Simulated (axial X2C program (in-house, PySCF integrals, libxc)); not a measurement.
# Which molecule has these constants?

Computed with an axial X2C code built on PySCF integrals, spin-free (one-electron X2C) or two-component (2c: spin–orbit coupling with atomic mean-field Coulomb and Gaunt terms, which also bring small scalar terms), in Dyall basis sets with cores contracted in-house; open shells are unrestricted.

A two-component CCSD(T) calculation in a Dyall 3-zeta basis gave Re = 2.246 Å, ωe = 439.4 cm⁻¹, De = 4.18 eV, Ω = 0.

Which molecule is it?
A. AlO⁻
B. AlS⁻
C. AlSe⁻

C. The others have AlO⁻ 1.661 Å and 940.9 cm⁻¹ (Ω = 0); AlS⁻ 2.114 Å and 565.5 cm⁻¹ (Ω = 0).

Frozen shells (counts by l): AlSe⁻ Se 3s2p1d, Al 2s1p, 10 electrons correlated; AlO⁻ Al 2s1p, O 1s, 10 electrons correlated; AlS⁻ S 2s1p, Al 2s1p, 10 electrons correlated. Coupled cluster in natural virtuals with an MP2 remainder. Where the outer core of a metal is frozen, bonds come out longer and ionisation energies lower.

Each entry is the lowest single determinant of a limited PBE0 search at one distance. De goes to single-determinant-based atoms at the same level (for ions the charge split of lowest energy) and is withheld (n/a) where an atom does not fit its ground term or J level. Main or longest-lived isotopes. One determinant is a doubtful description, or other states lie close, for AlO⁻; these need not be ground states, and all values refer to the states named.
